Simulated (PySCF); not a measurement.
# Electron correlation in B (boron, neutral)

[He] 2s2 2p1, 2P determinant. Computed with PySCF 2.14 in cc-pVDZ, with no relativity, point nucleus. Frozen: 1s2; 3 electrons correlated.

MP2 pair energies summed by pair of shells (mhartree):

```tsv
pair	energy	share (%)
2s-2s	-21.87	59.9
2s-2p	-14.64	40.1
```

Total MP2 correlation energy: -36.51 mhartree.

Same-spin part -2.46 and opposite-spin part -34.05 mhartree; SCS-MP2 scales them by 1/3 and 6/5 to -41.68 mhartree.

```tsv
level	correlation energy (mhartree)
CCSD	-58.64
(T)	-0.80
CCSD(T)	-59.44
```

Diagnostics: T1 = 0.011, D1 = 0.0216, largest double amplitude 0.131.

Q: Is a single reference adequate?

A: Mostly. T1 lies below 0.03, but a double amplitude of this size points to a near-degeneracy that CCSD handles and MP2 describes poorly.
